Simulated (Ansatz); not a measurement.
Geometry optimisation, Ansatz, RHF/def2-SVP.

input.yaml

```yaml
crystal:
  periodic: [false, false, false]
  atoms:
    - { symbol: Ge, position_ang: [-0.18131, -0.133534, 0.154612] }
    - { symbol: Ge, position_ang: [-0.112624, -0.060817, 2.568196] }
    - { symbol: H, position_ang: [-1.138422, -1.075237, 3.0772] }
    - { symbol: H, position_ang: [1.295412, -0.441182, 3.020465] }
    - { symbol: H, position_ang: [-0.482463, 1.347486, 3.026299] }
    - { symbol: Cl, position_ang: [1.741892, -0.439516, -0.774544] }
    - { symbol: Cl, position_ang: [-1.026801, 1.642567, -0.721661] }
    - { symbol: Cl, position_ang: [-1.40919, -1.776022, -0.519081] }
    - { symbol: H, position_ang: [1.703298, 1.684883, 1.02984] }
    - { symbol: H, position_ang: [1.439208, 2.006071, 1.604774] }
basis:
  gaussian: { orbitals: def2-SVP }
hamiltonian:
  xc: hf
relax:
  f_tol: 0.03
  max_steps: 50
output:
  orbitals: {}
```

Run as:

```bash
$ ansatz run input.yaml --threads 4 --pin off --max-ram 5120MiB --backend cpu --events-out ev --progress --plain --runs-dir out
```

Where does it end, and by what steps?

It converged. The force dipped under the threshold on the way, but the program's further checks kept it going. After 24 steps the energy has fallen by 0.270 eV; H10 moved furthest, 1.67 Å.

| step | energy less start (eV) | largest force component (eV/Å) | accepted |
| --- | --- | --- | --- |
| 0 | 0.0000 | 1.125 | yes |
| 1 | -0.1326 | 0.157 | yes |
| 2 | -0.1868 | 0.118 | yes |
| 3 | -0.2085 | 0.044 | yes |
| 4 | -0.1987 | 0.220 | no |
| 5 | -0.2163 | 0.031 | yes |
| 6 | -0.2212 | 0.030 | yes |
| 7 | -0.2242 | 0.155 | yes |
| 8 | -0.2259 | 0.189 | yes |
| 9 | -0.2325 | 0.025 | yes |
| 10 | -0.2344 | 0.102 | yes |
| 11 | -0.2174 | 0.969 | no |
| 12 | -0.2371 | 0.055 | yes |
| 13 | -0.2428 | 0.123 | yes |
| 14 | -0.2408 | 0.427 | no |
| 15 | -0.2462 | 0.063 | yes |
| 16 | -0.2518 | 0.080 | yes |
| 17 | -0.2560 | 0.119 | yes |
| 18 | -0.2551 | 0.310 | no |
| 19 | -0.2604 | 0.094 | yes |
| 20 | -0.2634 | 0.126 | yes |
| 21 | -0.2657 | 0.122 | yes |
| 22 | -0.2673 | 0.107 | yes |
| 23 | -0.2689 | 0.108 | yes |
| 24 | -0.2697 | 0.003 | yes |

```xyz
10
Properties=species:S:1:pos:R:3
Ge -0.487 -0.400 0.107
Ge -0.392 -0.284 2.550
H -1.761 -0.703 3.083
H 0.700 -1.246 3.017
H -0.064 1.157 2.936
Cl 1.406 0.097 -0.800
Cl -1.947 0.958 -0.709
Cl -1.009 -2.373 -0.583
H 2.627 2.529 1.159
H 2.757 3.020 1.707
```

Whether the end is a true minimum wasn't checked by a vibrational analysis.

Time of the run: 84 s on 4 threads of Intel(R) Xeon(R) Platinum 8375C CPU @ 2.90GHz (Ice Lake), with other jobs on the host, peak memory 0.46 GiB.
